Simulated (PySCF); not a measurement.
Question: Write a Z-matrix for `B[C@@H]1[Te]CC1=C` as optimised with PBE0-D3(BJ)/def2-SVP.

Answer: 
Z-matrix in Å and degrees, rows numbered from 1:
```
B 
C   1  1.5551
Te  2  2.2730  1   75.06
C   3  2.1980  2   65.23  1  -105.96
C   2  1.4881  1  120.32  3   -80.41
C   5  1.3361  2  126.30  1  -136.24
H   1  1.2103  2  120.55  3    94.06
H   1  1.2117  2  117.46  3   -98.90
H   2  1.0970  1  120.84  3   112.26
H   4  1.0968  3  114.27  2  -134.02
H   4  1.0996  3  108.02  2   101.72
H   6  1.0930  5  121.30  2  -179.01
H   6  1.0933  5  120.98  2     1.48
```

The C–Te distances run from 2.198 Å (Te3–C4, drawn single) to 2.273 Å (C2–Te3, drawn single), a spread of 0.075 Å. The C–C distances run from 1.336 Å (C5=C6, drawn double) to 1.508 Å (C4–C5, drawn single), a spread of 0.172 Å. The 4-membered ring C2–Te3–C4–C5 has internal angles of 65.2° to 107.2° (sum 354°, against 360° for a flat polygon); it is puckered, 0.14 Å rms from its mean plane, widest ring torsion 23°. B1 (three-coordinate boron) is almost planar (angles 120.7°, 120.5° and 117.5°, sum 358.7°, 0.09 Å off the plane of its three neighbours).

The calculation used PySCF, PBE0-D3(BJ)/def2-SVP geometry optimisation, gas phase, def2 core potentials past Kr.

Point group: C1 (no symmetry element, even within 0.4 Å). Not checked by PBE0-D3(BJ)/def2-SVP frequencies. One conformer, not necessarily the lowest (H–B1–C2–Te3 94° and -99°, B1–C2–Te3–C4 -106°, C2–Te3–C4–C5 -15°, Te3–C4–C5–C6 -151°, B1–C2–C5–C4 50°).

Time: 61 s; peak memory 0.58 GiB. Hardware: one thread, Arm Neoverse V2 (aarch64), no GPU, shared host with 96 logical CPUs at a one-minute load of 37. These figures are those of the optimisation.
